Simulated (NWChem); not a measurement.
System meant: CH$_{6}$F$_{2}$Si$_{2}$; SMILES [SiH2](C[SiH2]F)F

Input file for NWChem:

```
start job
memory heap 200 mb stack 900 mb global 1100 mb
geometry units angstroms noautoz
  Si     0.394671     1.600674     0.003234
  F     -0.662516     2.838296    -0.000076
  C     -0.561803     0.000001     0.000302
  Si     0.394711    -1.600649    -0.002445
  F     -0.662449    -2.838299    -0.001613
  H      1.230799     1.725857     1.229641
  H      1.237886     1.725161    -1.218403
  H     -1.217975     0.001609    -0.888641
  H     -1.220926    -0.001617     0.886984
  H      1.236726    -1.726676     1.219851
  H      1.232049    -1.724247    -1.228197
end
basis spherical
  * library def2-svp
end
dft
  xc b3lyp
  iterations 4
  mulliken
end
task dft energy
```

End of the output:

```
    Atom       Charge   Shell Charges
 -----------   ------   -------------------------------------------------------
    1 Si  14    13.41   2.00  1.93  0.64  0.32  5.81  1.24  0.96  0.51
    2 F    9     9.22   1.98  1.02  0.77  3.23  2.23  0.01
    3 C    6     6.41   1.96  0.62  0.35  1.94  1.50  0.04
    4 Si  14    13.41   2.00  1.93  0.64  0.32  5.81  1.24  0.96  0.51
    5 F    9     9.22   1.98  1.02  0.77  3.23  2.23  0.01
    6 H    1     1.11   0.66  0.43  0.02
    7 H    1     1.11   0.66  0.43  0.02
    8 H    1     0.95   0.61  0.26  0.07
    9 H    1     0.95   0.61  0.26  0.07
   10 H    1     1.11   0.66  0.43  0.02
   11 H    1     1.11   0.66  0.43  0.02

 center of mass
 --------------
 x =  -0.00000000 y =   0.00000000 z =  -0.06648810

 moments of inertia (a.u.)
 ------------------
         162.381730917246           0.000000082614          -0.000000000000
           0.000000082614        1783.051564758513           0.000000000000
          -0.000000000000           0.000000000000        1675.156133472916

     Multipole analysis of the density
     ---------------------------------

     L   x y z        total         alpha         beta         nuclear
     -   - - -        -----         -----         ----         -------
     0   0 0 0     -0.000000    -29.000000    -29.000000     58.000000

     1   1 0 0      0.000000      0.000000      0.000000      0.000000
     1   0 1 0     -0.000000     -0.000000     -0.000000      0.000000
     1   0 0 1      0.328927      0.164463      0.164463      0.000000

     2   2 0 0    -41.413127   -428.978215   -428.978215    816.543303
     2   1 1 0      0.008302     -0.026066     -0.026066      0.060434
     2   1 0 1      0.000000      0.000000      0.000000      0.000000
     2   0 2 0    -32.774927    -29.903078    -29.903078     27.031229
     2   0 1 1      0.000000      0.000000      0.000000      0.000000
     2   0 0 2    -33.273838    -58.010840    -58.010840     82.747841

 ------------------------------------------------------------------------
 dft energy failed                                                                                  0
 ------------------------------------------------------------------------
 ------------------------------------------------------------------------
  current input line :
    24: task dft energy
 ------------------------------------------------------------------------
 ------------------------------------------------------------------------
 This type of error is most commonly associated with calculations not reaching convergence criteria
 ------------------------------------------------------------------------
 For more information see the NWChem manual at https://nwchemgit.github.io

0:dft energy failed:Received an Error in Communication
```

Task: Find the fault in this run and fix the input.

Result: The run did not converge; its last values are not results. Cause: the SCF was allowed too few iterations. This input runs:
```
start job
memory heap 200 mb stack 900 mb global 1100 mb
geometry units angstroms noautoz
  Si     0.394671     1.600674     0.003234
  F     -0.662516     2.838296    -0.000076
  C     -0.561803     0.000001     0.000302
  Si     0.394711    -1.600649    -0.002445
  F     -0.662449    -2.838299    -0.001613
  H      1.230799     1.725857     1.229641
  H      1.237886     1.725161    -1.218403
  H     -1.217975     0.001609    -0.888641
  H     -1.220926    -0.001617     0.886984
  H      1.236726    -1.726676     1.219851
  H      1.232049    -1.724247    -1.228197
end
basis spherical
  * library def2-svp
end
dft
  xc b3lyp
  iterations 150
  mulliken
end
task dft energy
```
It converges to -820.17901 Ha (B3LYP/def2-SVP).
